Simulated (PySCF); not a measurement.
Species: C₃H₆SSi.
SMILES with atom numbers: `[CH2:1]=[C:2]1[CH2:3][SiH2:4][S:5]1`

Geometry (GFN2-xTB, Å), atoms numbered from 1 in this order:
```xyz
11
C3H6SSi angstrom
C      1.9583   -0.5745    0.1158
C      0.6502   -0.4075    0.0943
C     -0.1440    0.8320   -0.2265
Si    -1.8460    0.0168    0.0311
S     -0.5554   -1.6694    0.4592
H      2.4035   -1.5210    0.3645
H      2.6244    0.2393   -0.1179
H      0.0993    1.6492    0.4540
H      0.0631    1.1863   -1.2373
H     -2.5988    0.4419    1.2022
H     -2.6491   -0.1905   -1.1653
```

Definitions: NICS(0) = −σiso at the ring centroid; NICS(1) = −σiso and NICS(1)zz = −σzz at ±1 Å along the ring normal z. Level: GIAO PBE0/pcSseg-1 (PySCF, non-relativistic, gas phase) on the GFN2-xTB geometry, one conformer.

Ring bond lengths (Å), with Mayer bond orders in brackets: C2–C3 1.507 (0.96), C3–Si4 1.905 (0.92), Si4–S5 2.166 (0.96), S5–C2 1.783 (1.03).

Question: What do the NICS probes read (ppm)?

Answer: 
| ring | type | NICS(0) | NICS(1), two faces | NICS(1)zz, two faces | rms pucker (Å) | centre to ring atoms, mean (Å) |
| --- | --- | --- | --- | --- | --- | --- |
| C2–C3–Si4–S5 | 4-membered ring with S and Si; formal bonds all single | 0.2 | -1.2 / -1.2 | 5.4 / 5.4 | 0.00 | 1.30 |

Question: What do they say, and how far can they be read as aromaticity?

Answer: 
- C2–C3–Si4–S5: mean NICS(1)zz 5.4 ppm, deshielded. C3, Si4 have four or more neighbours, so the value isn't read as a sign of a π ring current.

Question: At the first NICS(1) probe listed for ring C2–C3–Si4–S5, 1 Å off the ring, what do the in-plane components average?

Answer: The isotropic value is a third of the trace: (3 × -1.2 − (5.4))/2 = -4.5 ppm.

Question: Give the inner angles of the rings and the Hirshfeld charges of the ring atoms.

Answer: 
- C2–C3–Si4–S5: C2 105.6° (-0.009 e), C3 95.2° (-0.161 e), Si4 80.1° (+0.347 e), S5 79.1° (-0.092 e); sum 360.0° against 360° for a flat convex ring.

Question: How shielded are the nuclei of the rings and their hydrogens (means over atoms taken as equivalent)?

Answer: 
```csv
atoms,environment,σ isotropic (ppm),"principal values of the symmetric part, first atom (ppm)"
C2,fully substituted alkene carbon,33.2,"-70.1, 41.5, 128.1"
C3,sp3 carbon bound to silicon,161.4,"129.2, 158.9, 196.1"
Si4,SiH2 silicon,382.7,"328.1, 396.1, 423.9"
S5,sulfur bonded to C and Si,498.5,"324.4, 372.1, 799.0"
H8 (×2),methylene hydrogen,28.93,"25.5, 27.1, 34.2"
H10 (×2),Si–H hydrogen,26.52,"23.1, 24.7, 31.8"
```
